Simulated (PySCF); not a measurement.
Selenium: a sound run and one with changed settings

Sound run: Se²⁺ [Ar] 3d10 4s2 4p2, Se³⁺ [Ar] 3d10 4s2 4p1. Computed with PySCF 2.14 in def2-SVP, with no relativity, point nucleus. In the sound run the correlated levels freeze [Ar] 3d10. The sound run starts from symmetry-adapted Hartree-Fock orbitals and uses a fine grid where one is needed.

Changed run: scalar relativity by spin-free X2C-1e. This setting is unsound on purpose.

| species | method | sound run (hartree) | changed run (hartree) | converged |
| --- | --- | --- | --- | --- |
| Se²⁺ | UHF | -2398.44768 | -2420.37701 | yes |
| Se²⁺ | LDA | -2396.61008 | -2418.53445 | yes |
| Se²⁺ | TPSS | -2399.98613 | -2421.91251 | yes |
| Se²⁺ | MP2 | -2398.49403 | -2420.42306 | yes |
| Se²⁺ | CCSD(T) | -2398.51229 | -2420.44083 | yes |
| Se³⁺ | UHF | -2397.31118 | -2419.23552 | yes |
| Se³⁺ | LDA | -2395.44361 | -2417.36270 | yes |
| Se³⁺ | TPSS | -2398.82451 | -2420.74548 | yes |
| Se³⁺ | MP2 | -2397.34768 | -2419.27177 | yes |
| Se³⁺ | CCSD(T) | -2397.36469 | -2419.28822 | yes |

Ionisation energy of Se²⁺:

```
 method  sound run (eV)  changed run (eV)
    UHF          30.926            31.062
    LDA          31.741            31.885
   TPSS          31.609            31.756
    MP2          31.194            31.328
SCS-MP2          31.125            31.260
   CCSD          31.221            31.357
CCSD(T)          31.228            31.364
```

Most of the change in total energy is the relativistic energy itself. On top of that the contraction fixes the core shape for the Hamiltonian it was made with, so the changed run is not a good calculation with the other Hamiltonian either.

For comparison, NIST gives 31.697 ± 0.019 eV between the lowest levels.
